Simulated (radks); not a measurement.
The numbers below are computed, except where a source is named.
How relativity changes the ionisation of the strontium ion Sr2+ ([Kr]) to Sr3+ ([Ar] 3d10 4s2 4p5). Spin-unpolarised spherical Kohn-Sham, BLYP, point nucleus unless stated (finite: rms radius 4.224 fm), a radial shooting solver on a logarithmic mesh with Libxc functionals. A level marked "c x" has the speed of light scaled by that factor and shares open shells by 2j + 1; other Dirac levels either fill j = l - 1/2 first or share by 2j + 1.

level	E(Sr2+) (hartree)	E(Sr3+) (hartree)	IE (eV)	HOMO	<r> HOMO (bohr)
non-rel.	-3132.80131	-3131.22162	42.986	4p	1.558
scalar-rel.	-3179.35330	-3177.77027	43.077	4p	1.551
scalar-rel., finite nucleus	-3179.32167	-3177.73864	43.077	4p	1.551
Dirac, 2j+1 shares	-3179.65846	-3178.07490	43.091	4p3/2	1.562
Dirac, low j first	-3179.65846	-3178.09080	42.658	4p3/2	1.562
Dirac, 2j+1 shares, finite nucleus	-3179.62679	-3178.04322	43.091	4p3/2	1.562
Dirac, c x 0.75	-3218.73998	-3217.15293	43.186	4p3/2	1.565
Dirac, c x 0.85	-3198.64835	-3197.06312	43.136	4p3/2	1.563
Dirac, c x 2	-3144.18494	-3142.60433	43.010	4p3/2	1.559

NIST Atomic Spectra Database: 42.884 eV (measured). The relativistic part of the total energy of Sr2+ is -46.83 hartree (Dirac, 2j+1 shares, finite nucleus), 1.5 % of the non-relativistic value. Spin polarisation and multiplet splitting of open shells are left out at every level.

Beside tabulated values, note that relativity, absent from the non-relativistic runs, is large for the heavy elements, and spin-unpolarised runs miss the spin-polarisation part of the exchange energy of open shells.
